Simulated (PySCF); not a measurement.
SMILES Cc1c[c]cc(C)c1 (C8H9), doublet, GFN2-xTB optimised geometry.

```
17

C     -2.55     0.42    -0.01
C     -1.05     0.47     0.00
C     -0.40     1.71     0.00
C      0.96     1.71     0.00
C      1.75     0.60     0.00
C      1.11    -0.65     0.00
C      1.91    -1.91     0.01
C     -0.28    -0.68     0.00
H     -2.96     1.04     0.79
H     -2.93     0.79    -0.96
H     -2.90    -0.60     0.12
H     -0.98     2.62     0.00
H      2.83     0.66     0.00
H      1.52    -2.62    -0.71
H      2.96    -1.72    -0.21
H      1.85    -2.38     1.00
H     -0.77    -1.64     0.00
```

Density from unrestricted CAM-B3LYP/def2-SVP (PySCF) at that geometry.

Minimum of the electron density along straight lines between bonded atoms, close to the bond critical point (lines longer than 1.1 times the sum of covalent radii, or with two minima, are not listed):

```tsv
bond	length / Å	ρ at the minimum / e bohr⁻³	∇²ρ there / e bohr⁻⁵	position (fraction from the first atom)
C1–C2	1.499	0.257	-0.62	0.49
C2–C3	1.401	0.303	-0.75	0.50
C3–C4	1.360	0.324	-0.86	0.49
C4–C5	1.363	0.323	-0.85	0.51
C5–C6	1.397	0.305	-0.76	0.50
C6–C7	1.499	0.257	-0.62	0.51
C2–C8	1.386	0.314	-0.81	0.50
C6–C8	1.390	0.312	-0.80	0.50
C1–H9	1.089	0.276	-1.02	0.63
C1–H10	1.090	0.275	-1.01	0.63
C1–H11	1.087	0.277	-1.03	0.63
C3–H12	1.080	0.282	-1.08	0.63
C5–H13	1.080	0.282	-1.08	0.63
C7–H14	1.089	0.276	-1.02	0.63
C7–H15	1.087	0.278	-1.03	0.63
C7–H16	1.090	0.274	-1.01	0.63
C8–H17	1.082	0.282	-1.06	0.63
```
